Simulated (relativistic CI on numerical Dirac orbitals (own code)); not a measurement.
d5 in a ligand field

Computed with a parametric ligand-field model of a d^n configuration (Racah B and C, spin-orbit zeta, crystal field), exact diagonalisation.

Field parameters in Wybourne normalisation: Oh B⁴₀ = 21Dq, B⁴₄ = √(5/14) B⁴₀. The field is a parameter set, without covalency.

(1) Lowest levels for B = 910, C = 3740, ζ = 120 cm⁻¹, Oh, 10Dq = 20550 cm⁻¹?

(2) Lowest levels for B = 410, C = 2010, ζ = 840 cm⁻¹, Oh, 10Dq = 7600 cm⁻¹?

(3) Lowest levels for B = 1040, C = 4710, ζ = 850 cm⁻¹, Oh, 10Dq = 12800 cm⁻¹?

(4) Lowest levels for B = 830, C = 3810, ζ = 770 cm⁻¹, Oh, 10Dq = 35350 cm⁻¹?

(5) Lowest levels for B = 550, C = 2770, ζ = 3600 cm⁻¹, Oh, 10Dq = 24900 cm⁻¹?

Results:

(1) Γ7+Γ8 0 (S 2.50), Γ7 6700 (S 0.50), Γ8 6915 (S 0.50), Γ8 10268 (S 1.50), Γ7 10275 (S 1.50), Γ8 10295 (S 1.50), Γ6 10314 (S 1.50), Γ6 16504 (S 1.50), Γ8 16505 (S 1.50) cm⁻¹, with S from ⟨S²⟩ = S(S + 1). The ground level has 2.00 electrons in the cubic e pair.

(2) Γ7 0 (S 2.48), Γ8 3 (S 2.48), Γ7 6908 (S 1.13), Γ8 7857 (S 1.40), Γ8 8204 (S 1.49), Γ6 8472 (S 1.50), Γ7 9521 (S 1.15), Γ8 9726 (S 1.02), Γ6 10787 (S 1.49) cm⁻¹, with S from ⟨S²⟩ = S(S + 1). The ground level has 1.98 electrons in the cubic e pair.

(3) Γ7+Γ8 0 (S 2.50), Γ7 24222 (S 1.47), Γ8 24393 (S 1.49), Γ8 24603 (S 1.50), Γ6 24774 (S 1.50), Γ7 29613 (S 1.44), Γ8 29736 (S 1.46), Γ6 30070 (S 1.50), Γ8 30098 (S 1.50) cm⁻¹, with S from ⟨S²⟩ = S(S + 1). The ground level has 2.00 electrons in the cubic e pair.

(4) Γ7 0 (S 0.51), Γ8 1359 (S 0.51), Γ8 18172 (S 1.55), Γ7 18259 (S 1.55), Γ8 18653 (S 1.50), Γ6 18819 (S 1.50), Γ8 23434 (S 2.46), Γ7 23442 (S 2.46), Γ6 24637 (S 1.50) cm⁻¹, with S from ⟨S²⟩ = S(S + 1). The ground level has 0.05 electrons in the cubic e pair.

(5) Γ7 0 (S 0.70), Γ8 6928 (S 0.71), Γ8 14205 (S 1.68), Γ7 16110 (S 1.83), Γ8 18450 (S 1.49), Γ6 19612 (S 1.48), Γ8 22232 (S 1.61), Γ6 22310 (S 1.46), Γ7 22754 (S 1.40) cm⁻¹, with S from ⟨S²⟩ = S(S + 1). The ground level has 0.22 electrons in the cubic e pair; its S is far from a half-integer, so spin-orbit coupling mixes spin states.
